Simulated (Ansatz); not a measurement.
Isolated molecules relaxed with PBE0-D4/def2-TZVP in Ansatz; ΔE leaves out vibrations. CCSD(T)/CBS is the MP2 limit (def2-TZVPP, def2-QZVPP) plus CCSD(T) − MP2 in def2-TZVPP, frozen cores. This one scheme is used for every species. Functionals use def2-TZVPP. B3LYP here is the variant with VWN-RPA as its local correlation; programs differ in this. Each species was taken in one conformer, which may not be the lowest.

Reaction (ligand exchange at the Si–S bond): `N[SiH2]S[SiH](N)O` + H₂S → `N[SiH](O)S` + `N[SiH2]S`

```csv
level,ΔE (kJ/mol)
PBE-D4,30.6
PBE0-D4,28.2
B3LYP-D4,27.5
ωB97X-V,23.2
B2PLYP,20.6
PBE,23.0
MP2/def2-TZVPP,28.4
CCSD/CBS(def2),20.6
```

(1) What does CCSD(T)/CBS give? (Estimate.)

Largest T1 diagnostic among the species: 0.012.

Results:

(1) Ansatz gave: +25.1 kJ/mol. The listed levels differ from it by 5.5, 3.1, 2.4, -1.9, -4.5, -2.1, 3.3, -4.5 kJ/mol.

The D4 term adds +11.9 kJ/mol with B3LYP and +6.8 kJ/mol with PBE0; it sums over pairs of atoms, weighted by their polarisabilities, and B3LYP, whose exchange is more repulsive, gets the larger term. In def2-TZVPP, CCSD(T) changes the Hartree–Fock value by +21.9 kJ/mol (the triples alone add +4.5 kJ/mol) and MP2 by +24.1 kJ/mol.
